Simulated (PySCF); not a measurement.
H2OZn, SMILES [ZnH][OH].

Geometry: PBE0-D3(BJ)/def2-TZVP.

Method: CAM-B3LYP/def2-TZVPD (PySCF).

The molecule is in vacuum.

The total energy is -1855.95314 hartree. The point group comes out as Cs, the highest occupied level comes out as -9.82 eV and the lowest empty level comes out as 0.02 eV. The orbital gap comes out as 9.84 eV and the dipole moment is 1.52 D. The quadrupole, principal values (traceless, Buckingham form, about the centre of nuclear charge) is -7.30, 1.44, 5.87 D·Å and the mean static polarisability comes out as 30.3 bohr³ (4.49 Å³). The polarisability, principal values is 26.5, 26.5, 37.9 bohr³.
